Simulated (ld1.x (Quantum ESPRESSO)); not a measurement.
## Scattering properties, PAW potential for nickel

Ni (Z = 28), PAW, made with ld1.x (Quantum ESPRESSO) 7.5 (PBEsol, scalar-relativistic). Core [Ne] 3s2, reference 3p6 3d8 4s1.5 4p0 (charge +0.5). Waves: 4s (bound): rcut 1.65, rcutus 2.00 bohr; 4s channel at -0.25 Ry: rcut 1.65, rcutus 2.00 bohr; 3p (bound): rcut 1.05, rcutus 1.25 bohr; 4p (bound, empty): rcut 1.05, rcutus 1.25 bohr; 3d (bound): rcut 1.40, rcutus 1.50 bohr; 3d channel at 1.1 Ry: rcut 1.40, rcutus 1.50 bohr. Local part: all-electron potential smoothed inside 1.60 bohr (lloc = -1). Core correction: Bessel-smoothed model core inside 1.05 bohr. Augmentation charge: PSQ, radius 1.10 bohr.

The phase is arctan(r·u′/u) with u = r·R(r), unwrapped; energies in Ry, scanned from -8 to 5 Ry. A pole is an energy at which the radial function vanishes at the test radius. The pseudo phase is shifted by a multiple of π to meet the all-electron one at the reference energy, and phase errors are pseudo minus all-electron; the curves can meet again beyond the range given. Levels narrower than the energy grid can be missing from the lists of poles.

Problem. For each channel, where are the poles, and over which energies does the pseudopotential scatter like the atom?

Solution.

```tsv
channel	radius (bohr)	reference energy (Ry)	poles, all-electron	poles, pseudo	unbroken range about the reference energy with phases within 0.05 rad	phase error 1 Ry above the reference energy (rad)
s	2.20	-0.68	2.40	1.92, 2.56	below 1.9	-0.000
p	2.20	-0.31	-5.52, 3.67	-5.52, 3.67	the whole range	-0.000
d	2.20	-0.97	-0.77	-0.77	the whole range	+0.000
```

Phases in the p channel:

```csv
E (Ry),all-electron,pseudo
-8.00,1.397,1.397
-7.52,1.390,1.390
-7.04,1.381,1.381
-6.56,1.369,1.369
-6.08,1.349,1.349
-5.60,0.630,0.630
-5.12,-1.761,-1.761
-4.64,-1.787,-1.787
-4.16,-1.807,-1.807
-3.68,-1.827,-1.827
-3.20,-1.852,-1.852
-2.72,-1.882,-1.882
-2.24,-1.921,-1.921
-1.76,-1.977,-1.977
-1.28,-2.061,-2.061
-0.80,-2.203,-2.203
-0.32,-2.478,-2.478
0.16,-3.049,-3.049
0.64,-3.784,-3.785
1.12,-4.212,-4.212
1.60,-4.419,-4.419
2.08,-4.534,-4.534
2.56,-4.607,-4.607
3.04,-4.660,-4.660
3.52,-4.701,-4.701
4.00,-4.736,-4.736
4.48,-4.767,-4.767
4.96,-4.797,-4.798
```
